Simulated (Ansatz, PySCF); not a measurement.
C2H7ClGeO3 (SMILES C[O][Ge]([OH])([Cl])[O]C), singlet, geometry from GFN2-xTB, atoms displaced at random by about 0.03 Å a coordinate. Base run: B3LYP/STO-3G, gradient (PySCF).

Input for PySCF:
```python
from pyscf import gto, scf, dft

mol = gto.M(
    atom='''
C    -1.726271   -1.914006    0.244610
O    -0.985372   -1.019526    0.920105
Ge    0.037746    0.204795    0.215825
O     0.641928    1.088824    1.454826
Cl   -1.020584    1.346205   -1.242806
O     1.373626   -0.418069   -0.812021
C     2.560206   -1.041118   -0.298308
H    -2.591012   -1.438370   -0.367047
H    -2.261681   -2.503895    1.077612
H    -1.252471   -2.646828   -0.305755
H     0.147353    1.154466    2.266407
H     3.075027   -0.394156    0.459353
H     3.196450   -1.209037   -1.167650
H     2.320280   -1.966692    0.166042
''',
    basis='sto-3g',
    charge=0,
    spin=0,
    verbose=3,
)

mf = dft.RKS(mol)
mf.xc = 'b3lyp'
mf.kernel()
g = mf.nuc_grad_method()
grad = g.kernel()
```

Programs used: Ansatz (a program for electronic structure), PySCF; a row that names a program was run with it.

The coordinate followed is z of atom 1.

Each row names what was changed in the base input (with any setting that the change needs).

| change | dE/dx (Eh/bohr) | net force (Eh/bohr) |
|---|---|---|
| base | -0.022609 | 0.000121 |
| grids.level = 5; grid_response = on | -0.022614 | 0.000000 |
| grids.level = 1; grid_response = on | -0.022552 | 0.000000 |
| finite difference step (bohr) = 0.05; conv_tol = 1e-11 | -0.022477 | - |
| conv_tol = 1e-4 | -0.022723 | 0.000121 |
| finite difference step (bohr) = 0.2; conv_tol = 1e-11 | -0.020338 | - |
| density fitting = on; auxbasis_response = off | -0.022805 | 0.004202 |
| finite difference step (bohr) = 1e-3; conv_tol = 1e-11 | -0.022620 | - |
| conv_tol = 1e-11 | -0.022609 | 0.000121 |
| finite difference step (bohr) = 1e-5; conv_tol = 1e-11 | -0.022619 | - |
| code = ansatz | -0.022614 | 0.000000 |
| grid_response = on | -0.022620 | 0.000000 |

The net force is zero for an exact gradient.
